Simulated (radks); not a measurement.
Values are calculated unless marked as measured or tabulated.
Ionisation of the gallium ion Ga+, [Ar] 3d10 4s2, to [Ar] 3d10 4s1 as the strength of local exchange is varied. Code: a radial shooting solver on a logarithmic mesh with Libxc functionals. Model: Dirac Kohn-Sham, Slater X-alpha exchange (alpha = 2/3 is LDA exchange), no correlation, spin-unpolarised, spherical densities, finite nucleus; Fermi nuclear charge, rms radius 3.9973 fm.

alpha,E(Ga+) (hartree),exchange (hartree),IE (eV),-e of the level emptied (eV),<r> of it (bohr)
0.562,-1927.34567,-58.42494,19.221,14.440 (4s1/2),2.276
0.667,-1938.29333,-69.74658,20.273,15.447 (4s1/2),2.229
0.832,-1955.62568,-87.79334,21.973,17.088 (4s1/2),2.160
0.852,-1957.73725,-90.00198,22.183,17.292 (4s1/2),2.152
0.882,-1960.90893,-93.32351,22.499,17.600 (4s1/2),2.140
0.89,-1961.75558,-94.21098,22.584,17.682 (4s1/2),2.137

NIST Atomic Spectra Database: 20.515 eV (measured). The Delta-SCF value meets it near alpha = 0.69. Spin polarisation and multiplet splitting are left out, so open shells lie too high by an amount that depends on their filling.

Beside tabulated values, note that spin-unpolarised runs miss the spin-polarisation part of the exchange energy of open shells.
